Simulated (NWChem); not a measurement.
BF cation, doublet

Program: NWChem. Spin-unrestricted. No stability test was run on the SCF state. B3LYP is NWChem's, with the RPA form of VWN correlation. Each level has its own optimisation; frequencies are unscaled.

Taking B3LYP/def2-TZVPD as the yardstick, which of these has the fewest basis functions while keeping “r B–F (Å)” within 0.01 Å of it: B3LYP/def2-SVPD; B3LYP/def2-SVP; B3LYP/def2-TZVPP; B3LYP/STO-3G; B3LYP/def2-TZVP?

B3LYP/def2-SVP.
```tsv
level	basis functions	r B–F (Å)	relative time (rough)
B3LYP/STO-3G	10	1.250	1
B3LYP/def2-SVP	28	1.217	3
B3LYP/def2-SVPD	43	1.219	6
B3LYP/def2-TZVP	62	1.215	10
B3LYP/def2-TZVPP	62	1.215	10
B3LYP/def2-TZVPD	77	1.215	20
```

The yardstick is one finite set, not the basis-set limit.
